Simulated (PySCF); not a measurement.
**Cr: excitation energy**

Cr [Ar] 3d5 4s1 (7S) → Cr [Ar] 3d4 4s1 4p1 (high-spin determinant), as a difference of total energies. All numbers are calculated (PySCF 2.14, scalar relativity by spin-free X2C-1e, in x2c-QZVPPall with one added diffuse shell each of s, p, d, f, g type (12s8p6d4f3g, 121 functions)). Correlated levels: valence: [Ar] frozen; valence and next inner shell: [Ne] frozen. The calculations carry no spin-orbit coupling.

| method | excitation energy (eV) |
| --- | --- |
| UHF | 1.841 |
| LDA | 4.142 |
| PBE | 3.864 |
| PBE0 | 3.469 |
| r2SCAN | 3.617 |
| TPSS | 3.697 |
| M06-2X | 2.929 |
| r2SCANh | 3.505 |
| MP2 (valence) | 2.831 |
| SCS-MP2 (valence) | 2.171 |
| MP2 (valence and next inner shell) | 3.408 |
| SCS-MP2 (valence and next inner shell) | 2.722 |

Task: How much does correlation contribute at MP2 (valence and next inner shell)?

Result: 3.408 − (1.841) = 1.567 eV, measured against UHF.

A first-order spin-orbit estimate (lowest level to lowest level, LS coupling) adds -0.062 eV.

The determinant of the upper state mixes LS terms, which raises its energy above the lowest term, most at the Hartree-Fock and MP2 levels.
